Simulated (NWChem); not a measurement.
System: SiO₂ anion, doublet; SMILES of the neutral closed-shell parent O=[Si]=O

Input file for NWChem:

```
start job
memory heap 200 mb stack 900 mb global 1100 mb
charge -1
geometry units angstroms noautosym nocenter noautoz
  O      1.475901     0.000000    -0.273780
  Si     0.000000     0.000000     0.293347
  O     -1.475901     0.000000    -0.273780
end
basis spherical
  * library def2-svpd
end
dft
  odft
  mult 2
  xc xpbe96 cpbe96
  iterations 150
end
cosmo
  do_cosmo_smd true
  solvent acetntrl
end
task dft energy
```

Output (shortened):

```
             Northwest Computational Chemistry Package (NWChem) 7.3.0
             --------------------------------------------------------

                             Geometry "geometry" -> ""
                             -------------------------

 Output coordinates in angstroms (scale by  1.889725989 to convert to a.u.)

  No.       Tag          Charge          X              Y              Z
 ---- ---------------- ---------- -------------- -------------- --------------
    1 O                    8.0000     1.47590100     0.00000000    -0.27378000
    2 Si                  14.0000     0.00000000     0.00000000     0.29334700
    3 O                    8.0000    -1.47590100     0.00000000    -0.27378000

 Effective nuclear repulsion energy (a.u.)      86.4432562112

  pbe96 is a nonlocal functional; adding pw91lda local functional.

                                 NWChem DFT Module
                                 -----------------

 Summary of "ao basis" -> "ao basis" (spherical)
 ------------------------------------------------------------------------------
       Tag                 Description            Shells   Functions and Types
 ---------------- ------------------------------  ------  ---------------------
 O                         def2-svpd                 9       23   4s3p2d
 Si                        def2-svpd                10       24   5s3p2d

 in cosmo_initialize ...
 calling solv_data for solv:acetntrl

 solvent parameters
 solvname_short: acetntrl
 solvname_long:  acetonitrile
 dielec:       35.6880
 dielecinf:     1.8069
 nonaqueous SMD model solvent descriptors
 dielec:       35.6880
 sola:          0.0700
 solb:          0.3200
 solc:          0.0000
 solg:         41.2500
 solh:          0.0000
 soln:          1.3442

          ---------------
          -cosmo- solvent
          ---------------
 Cosmo: York-Karplus, doi: 10.1021/jp992097l
 dielectric constant -eps-     =  35.69
 screen = (eps-1)/(eps    )    =   0.97198
 surface charge correction     = lagrangian

   van der Waals surface
 --------------------------

 ---------- ATOMIC COORDINATES (A.U.) ------------ VDWR(ANG.) --
     1    2.78904848    0.00000000   -0.51736918     2.168
     2    0.00000000    0.00000000    0.55434545     2.470
     3   -2.78904848    0.00000000   -0.51736918     2.168
 number of segments per atom =        128
 number of   points per atom =        128
 atom (   nspa,  nppa )
 ----------------------
    1 (     82,     0 )       0
    2 (     76,     0 )       0
    3 (     82,     0 )       0
 number of -cosmo- surface points =      240
 molecular surface =    108.926 angstrom**2
 molecular volume  =     95.089 angstrom**3
 -lineq- algorithm             =   0
 -bem- low  level              =   3
 -bem- from -octahedral-
 gaussian surface charge width =   4.50000
 degree of switching           =   1.00000
 switching function tolerance  =   0.00010
 atomic radii =
 --------------
    1  8.000  2.168
    2 14.000  2.470
    3  8.000  2.168
 ...... end of -cosmo- initialization ......

 nat:                     3
 ixmem:                   608
 calling mnsol_interface()
 G(SMD-CDS) energy (kcal/mol)  =    -0.937
 SMD-CDS SASA (angstrom**2)    =    96.144

            General Information
            -------------------
          SCF calculation type: DFT
          Wavefunction type:  spin polarized.
          No. of atoms     :     3
          No. of electrons :    31
           Alpha electrons :    16
            Beta electrons :    15
          Charge           :    -1
          Spin multiplicity:     2
          Use of symmetry is: off; symmetry adaption is: off
          Maximum number of iterations: 150
          AO basis - number of functions:    70
                     number of shells:    28
          Convergence on energy requested:  1.00D-06
          Convergence on density requested:  1.00D-05
          Convergence on gradient requested:  5.00D-04

[...]

                                COSMO-SMD solvation results
                                ---------------------------

             internal energy in gas <Psi(g)|H|Psi(g)> =      -439.530464587410
         internal energy in solvent <Psi(s)|H|Psi(s)> =      -439.529775976971
                               delta internal energy  =         0.000688610439 (    0.43 kcal/mol)
   total free energy in solvent <Psi(s)|H+V/2|Psi(s)> =      -439.619077269268
 polarization energy contribution <Psi(s)|V/2|Psi(s)> =        -0.089301292298 (  -56.04 kcal/mol)
    total free energy in solvent including G(SMD-CDS) =      -439.620569879953
                       G(SMD-CDS) energy contribution =        -0.001492610684 (   -0.94 kcal/mol)
     1 M fixed-concentration free energy of solvation =        -0.090105292543 (  -56.54 kcal/mol)

                    DFT Final Alpha Molecular Orbital Analysis
                    ------------------------------------------

 Vector   14  Occ=1.000000D+00  E=-2.235322D-01
              MO Center= -1.4D-03,  2.0D-10, -2.3D-01, r^2= 2.8D+00
   Bfn.  Coefficient  Atom+Function         Bfn.  Coefficient  Atom+Function
  ----- ------------  ---------------      ----- ------------  ---------------
     6      0.432745  1 O  py                53     -0.433109  3 O  py
     9      0.287531  1 O  py                56     -0.287783  3 O  py
    38      0.112304  2 Si d -2              12      0.092790  1 O  py
    59     -0.092892  3 O  py                43      0.039791  2 Si d -2

 Vector   15  Occ=1.000000D+00  E=-2.175573D-01
              MO Center= -1.2D-03, -1.2D-10, -1.8D-01, r^2= 2.9D+00
   Bfn.  Coefficient  Atom+Function         Bfn.  Coefficient  Atom+Function
  ----- ------------  ---------------      ----- ------------  ---------------
     7      0.361646  1 O  pz                54     -0.361849  3 O  pz
    10      0.254934  1 O  pz                57     -0.255078  3 O  pz
     5      0.246387  1 O  px                52      0.246617  3 O  px
     8      0.136498  1 O  px                55      0.136647  3 O  px
    41     -0.118415  2 Si d  1              13      0.095480  1 O  pz

 Vector   16  Occ=1.000000D+00  E=-1.527901D-01
              MO Center= -2.2D-04,  8.2D-10,  4.6D-01, r^2= 3.1D+00
   Bfn.  Coefficient  Atom+Function         Bfn.  Coefficient  Atom+Function
  ----- ------------  ---------------      ----- ------------  ---------------
    27     -0.274359  2 Si s                  7      0.270942  1 O  pz
    54      0.271062  3 O  pz                28     -0.252047  2 Si s
    37     -0.248304  2 Si pz                34     -0.226251  2 Si pz
    26     -0.223921  2 Si s                 25     -0.170826  2 Si s
     5     -0.167052  1 O  px                52      0.167064  3 O  px

 Vector   17  Occ=0.000000D+00  E=-2.532035D-02
              MO Center= -4.6D-05,  1.0D-09,  4.9D-01, r^2= 3.0D+00
   Bfn.  Coefficient  Atom+Function         Bfn.  Coefficient  Atom+Function
  ----- ------------  ---------------      ----- ------------  ---------------
    36      0.661287  2 Si py                33      0.340158  2 Si py
     6     -0.281011  1 O  py                53     -0.281050  3 O  py
     9     -0.258961  1 O  py                56     -0.258996  3 O  py
    44      0.235587  2 Si d -1              30     -0.176106  2 Si py
    39      0.089389  2 Si d -1

 Vector   18  Occ=0.000000D+00  E= 1.197117D-02
              MO Center=  3.7D-05,  4.0D-09, -3.4D-01, r^2= 8.1D+00
   Bfn.  Coefficient  Atom+Function         Bfn.  Coefficient  Atom+Function
  ----- ------------  ---------------      ----- ------------  ---------------
    28      3.812478  2 Si s                  4     -2.367098  1 O  s
    51     -2.367082  3 O  s                 27      1.125599  2 Si s
    13     -0.703722  1 O  pz                60     -0.703665  3 O  pz
    37     -0.699964  2 Si pz                45     -0.671429  2 Si d  0
    47      0.601316  2 Si d  2              11      0.502971  1 O  px

 Vector   19  Occ=0.000000D+00  E= 5.171886D-02
              MO Center=  2.2D-04, -2.8D-09,  1.4D+00, r^2= 6.7D+00
   Bfn.  Coefficient  Atom+Function         Bfn.  Coefficient  Atom+Function
  ----- ------------  ---------------      ----- ------------  ---------------
    28      3.658341  2 Si s                  4     -2.515693  1 O  s
    51     -2.515748  3 O  s                 27      0.780971  2 Si s
    11      0.768827  1 O  px                58     -0.768655  3 O  px
    37     -0.639976  2 Si pz                47      0.599129  2 Si d  2
    45      0.225539  2 Si d  0               3      0.215442  1 O  s

                     DFT Final Beta Molecular Orbital Analysis
                     -----------------------------------------

 Vector   13  Occ=1.000000D+00  E=-2.531002D-01
              MO Center=  1.5D-03,  1.2D-10, -1.1D-01, r^2= 2.7D+00
   Bfn.  Coefficient  Atom+Function         Bfn.  Coefficient  Atom+Function
  ----- ------------  ---------------      ----- ------------  ---------------
     7      0.333329  1 O  pz                54      0.332900  3 O  pz
    10      0.212533  1 O  pz                57      0.212237  3 O  pz
    34      0.205531  2 Si pz                 5      0.161581  1 O  px
    52     -0.161273  3 O  px                27      0.146556  2 Si s
    37      0.125762  2 Si pz                 8      0.122726  1 O  px

 Vector   14  Occ=1.000000D+00  E=-2.206065D-01
              MO Center= -1.6D-03,  9.3D-11, -2.4D-01, r^2= 2.8D+00
   Bfn.  Coefficient  Atom+Function         Bfn.  Coefficient  Atom+Function
  ----- ------------  ---------------      ----- ------------  ---------------
     6      0.431450  1 O  py                53     -0.431873  3 O  py
     9      0.289775  1 O  py                56     -0.290075  3 O  py
    38      0.109880  2 Si d -2              12      0.098966  1 O  py
    59     -0.099093  3 O  py                43      0.033065  2 Si d -2

[...]
```

Level: PBE/def2-SVPD, spin-unrestricted, SMD on the gas-phase geometry. In the optimisation the excess spin sits in a1 (C2v, its own frame). The geometry was optimised at B3LYP/def2-SVPD, spin-unrestricted. The spin multiplicity was typed, not searched, and may not be the lowest. No stability test was run on the SCF state. Solvent: acetonitrile.
